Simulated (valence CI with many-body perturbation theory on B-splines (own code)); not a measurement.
**Energy levels of Se XXVIII**

Calculated by valence CI with perturbative core correlation (CI+MBPT): five valence electrons over a frozen Dirac-Fock core [He], radial functions for each j: 9 s, 9 p, 8 d, 6 f, 3 g, 1 h, with the one-electron correlation potential Σ1, the two-electron term Σ2, the three-electron term Σ3, Breit, model QED; selected CI, second order for the rest (own B-spline code, finite nucleus).

No measured spectrum was set against this ion. As an estimate, large intervals hold to a few tenths of a per cent, small ones and those within an open d or f shell to about a per cent. Among the levels kept, up to 1500 cm⁻¹ of a level comes from second order outside the variational space, and about a tenth of that is noise between levels of different J, which matters for small intervals.

Levels 1 to 45 of 86, with energies above the lowest level, (2s^2 2p1/2^2 2p3/2) J=3/2. "Leading %" is the weight of the configuration and term that name the level; weights of strongly mixed levels are sums over their largest components and can fall short. In the jj column 3d3/2^4 stands for four electrons in 3d with j = 3/2. Lifetimes count E1, E2, E3, M1 and M2 decay at the calculated energies, and are blank where another channel may lead or the interval is too uncertain; long ones can be off by a factor of two.

```tsv
No.	Configuration	Term	J	E (eV)	Leading %	Lifetime	g	Second component	Leading jj
1	2s2 2p3	4S°	3/2	0.0	54		1.608	31 % 2s2 2p3 2P°	2s^2 2p1/2^2 2p3/2 (89 %)
2	2s2 2p3	2D°	3/2	37.0	56	1.85 μs	1.270	36 % 2s2 2p3 4S°	2s^2 2p1/2 2p3/2^2 (90 %)
3	2s2 2p3	2D°	5/2	48.4	100	10.1 μs	1.193		2s^2 2p1/2 2p3/2^2 (100 %)
4	2s2 2p3	2P°	1/2	63.7	99	1.29 μs	0.657		2s^2 2p1/2 2p3/2^2 (99 %)
5	2s2 2p3	2P°	3/2	98.3	61	517 ns	1.238	29 % 2s2 2p3 2D°	2s^2 2p3/2^3 (96 %)
6	2s 2p4	4P	5/2	152.0	90	40.3 ps	1.555	10 % 2s 2p4 2D	2s 2p1/2^2 2p3/2^2 (91 %)
7	2s 2p4	4P	3/2	178.1	81	16.6 ps	1.593	11 % 2s 2p4 2D	2s 2p1/2 2p3/2^3 (52 %)
8	2s 2p4	4P	1/2	180.4	75	16.9 ps	2.486	25 % 2s 2p4 2S	2s 2p1/2^2 2p3/2^2 (70 %)
9	2s 2p4	2D	3/2	212.2	67	9.65 ps	1.040	18 % 2s 2p4 4P	2s 2p1/2 2p3/2^3 (61 %)
10	2s 2p4	2D	5/2	223.4	90	14.0 ps	1.232	10 % 2s 2p4 4P	2s 2p1/2 2p3/2^3 (91 %)
11	2s 2p4	2P	1/2	242.2	41	5.60 ps	1.560	41 % 2s 2p4 2S	2s 2p1/2 2p3/2^3 (59 %)
12	2s 2p4	2P	3/2	252.0	78	4.29 ps	1.215	21 % 2s 2p4 2D	2s 2p1/2 2p3/2^3 (87 %)
13	2s 2p4	2P	1/2	292.7	58	4.65 ps	1.271	34 % 2s 2p4 2S	2s 2p3/2^4 (78 %)
14	2p5	2P°	3/2	381.0	98	4.96 ps	1.327		2p1/2^2 2p3/2^3 (98 %)
15	2p5	2P°	1/2	425.3	99	4.17 ps	0.657		2p1/2 2p3/2^4 (99 %)
16	2s2 2p2 3s	4P	1/2	1653.5	60	168 fs	2.135	20 % 2s2 2p2 3s 2P	2s^2 2p1/2^2 3s (95 %)
17	2s2 2p2 3s	4P	3/2	1688.8	90	216 fs	1.691	8 % 2s2 2p2 3s 2P	2s^2 2p1/2 2p3/2 3s (98 %)
18	2s2 2p2 3p	4D°	1/2	1689.1	46	14.9 ps	0.677	31 % 2s2 2p2 3p 2P°	2s^2 2p1/2^2 3p1/2 (95 %)
19	2s2 2p2 3s	2P	1/2	1693.3	72	98.8 fs	1.209	27 % 2s2 2p2 3s 4P	2s^2 2p1/2 2p3/2 3s (98 %)
20	2s2 2p2 3s	4P	5/2	1698.3	55	175 fs	1.416	44 % 2s2 2p2 3s 2D	2s^2 2p1/2 2p3/2 3s (94 %)
21	2s2 2p2 3s	2D	3/2	1702.0	51	103 fs	1.059	46 % 2s2 2p2 3s 2P	2s^2 2p1/2 2p3/2 3s (97 %)
22	2s2 2p2 3p	4D°	3/2	1705.6	35	9.35 ps	1.344	25 % 2s2 2p2 3p 4P°	2s^2 2p1/2^2 3p3/2 (89 %)
23	2s2 2p2 3p	4P°	1/2	1724.0	35	16.0 ps	1.596	32 % 2s2 2p2 3p 2S°	2s^2 2p1/2 2p3/2 3p1/2 (96 %)
24	2s2 2p2 3p	4D°	3/2	1728.1	49	16.0 ps	1.168	27 % 2s2 2p2 3p 2D°	2s^2 2p1/2 2p3/2 3p1/2 (94 %)
25	2s2 2p2 3p	4D°	5/2	1734.7	39	18.6 ps	1.187	28 % 2s2 2p2 3p 2F°	2s^2 2p1/2 2p3/2 3p1/2 (88 %)
26	2s2 2p2 3p	4D°	5/2	1738.2	39	10.2 ps	1.427	39 % 2s2 2p2 3p 4P°	2s^2 2p1/2 2p3/2 3p3/2 (93 %)
27	2s2 2p2 3p	4P°	1/2	1740.2	48	9.99 ps	1.919	24 % 2s2 2p2 3p 2P°	2s^2 2p1/2 2p3/2 3p3/2 (94 %)
28	2s2 2p2 3s	2D	5/2	1742.3	54	148 fs	1.373	43 % 2s2 2p2 3s 4P	2s^2 2p3/2^2 3s (93 %)
29	2s2 2p2 3p	2D°	3/2	1743.1	51	3.71 ps	1.261	20 % 2s2 2p2 3p 4S°	2s^2 2p1/2 2p3/2 3p3/2 (87 %)
30	2s2 2p2 3d	4F	3/2	1744.6	42	115 fs	0.771	17 % 2s2 2p2 3d 2D	2s^2 2p1/2^2 3d3/2 (90 %)
31	2s2 2p2 3s	2D	3/2	1745.6	44	111 fs	1.078	42 % 2s2 2p2 3s 2P	2s^2 2p3/2^2 3s (91 %)
32	2s2 2p2 3p	4S°	3/2	1747.3	33	1.81 ps	1.581	30 % 2s2 2p2 3p 2P°	2s^2 2p1/2 2p3/2 3p1/2 (67 %)
33	2s2 2p2 3p	4D°	7/2	1747.6	57	21.9 ps	1.302	42 % 2s2 2p2 3p 2F°	2s^2 2p1/2 2p3/2 3p3/2 (93 %)
34	2s2 2p2 3d	4F	5/2	1752.3	27	35.3 fs	1.197	25 % 2s2 2p2 3d 4D	2s^2 2p1/2^2 3d5/2 (91 %)
35	2s2 2p2 3p	2P°	3/2	1752.6	54	3.19 ps	1.245	22 % 2s2 2p2 3p 2D°	2s^2 2p1/2 2p3/2 3p3/2 (78 %)
36	2s2 2p2 3p	2D°	5/2	1757.1	36	5.41 ps	1.181	33 % 2s2 2p2 3p 2F°	2s^2 2p1/2 2p3/2 3p3/2 (84 %)
37	2s2 2p2 3p	2P°	1/2	1764.2	77	2.92 ps	0.762	12 % 2s2 2p2 3p 2S°	2s^2 2p1/2 2p3/2 3p3/2 (85 %)
38	2s2 2p2 3s	2S	1/2	1765.9	77	127 fs	1.980	12 % 2s2 2p2 3s 4P	2s^2 2p3/2^2 3s (94 %)
39	2s 2p3 3s	6S°	5/2	1776.3	81	1.35 ps	1.901	14 % 2s 2p3 3s 4P°	2s 2p1/2^2 2p3/2 3s (59 %)
40	2s2 2p2 3d	4F	3/2	1780.7	39	68.7 fs	0.959	36 % 2s2 2p2 3d 2P	2s^2 2p1/2 2p3/2 3d3/2 (94 %)
41	2s2 2p2 3d	4F	5/2	1782.1	54	124 fs	1.001	36 % 2s2 2p2 3d 2F	2s^2 2p1/2 2p3/2 3d3/2 (91 %)
42	2s2 2p2 3d	4D	1/2	1782.5	80	146 fs	0.202	14 % 2s2 2p2 3d 2P	2s^2 2p1/2 2p3/2 3d3/2 (98 %)
43	2s2 2p2 3d	4F	7/2	1783.2	60	618 fs	1.285	32 % 2s2 2p2 3d 4D	2s^2 2p1/2 2p3/2 3d5/2 (94 %)
44	2s2 2p2 3p	2P°	3/2	1784.3	27	877 fs	1.363	25 % 2s2 2p2 3p 2D°	2s^2 2p3/2^2 3p1/2 (80 %)
45	2s2 2p2 3p	2D°	5/2	1788.5	60	7.01 ps	1.197	16 % 2s2 2p2 3p 2F°	2s^2 2p3/2^2 3p1/2 (84 %)
```

Where two levels of one J and parity lie close, their mixing, g and order are uncertain.

The ionisation energy to 2s2 2p2 3P_0 of the next ion comes out as 2963.2 eV (NIST: 2964 ± 22 eV (semi-empirical)). All 86 levels together are meant to be complete up to 1860.6 eV.
